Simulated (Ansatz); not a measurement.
`FCSC[SiH3]` at its PBE0-D4/def2-TZVP geometry, where that method's forces vanish. Charge 0, multiplicity 1.

```xyz
12

F     2.5770    0.7998    0.0995
C     1.6998    0.1368    0.9347
S     0.1927    1.0405    1.2039
C    -0.5937    0.8474   -0.4185
Si   -1.4166   -0.8340   -0.6032
H     1.4982   -0.8403    0.4909
H     2.1711    0.0186    1.9129
H    -1.3519    1.6326   -0.4751
H     0.1381    1.0631   -1.1993
H    -0.4296   -1.9186   -0.3602
H    -2.5142   -0.9465    0.3896
H    -1.9708   -0.9997   -1.9752
```

(1) What forces (eV/Å) does B3LYP-D4/def2-TZVPP give on these atoms in the Gaussian-basis code of Ansatz? (An estimate is asked.)

## Answers

(1) Computed: 
```
F1   0.284  0.194 -0.265
C2  -0.048 -0.400  0.281
S3  -0.082  0.200  0.314
C4  -0.114  0.079 -0.274
Si5 -0.096 -0.165 -0.052
H6   0.048  0.068  0.040
H7  -0.016 -0.009 -0.073
H8   0.052 -0.045 -0.011
H9  -0.061 -0.008  0.039
H10 -0.070  0.074 -0.015
H11  0.070  0.003 -0.066
H12  0.032  0.008  0.084
```

B3LYP here is the variant with VWN-RPA as its local correlation; programs differ in this.
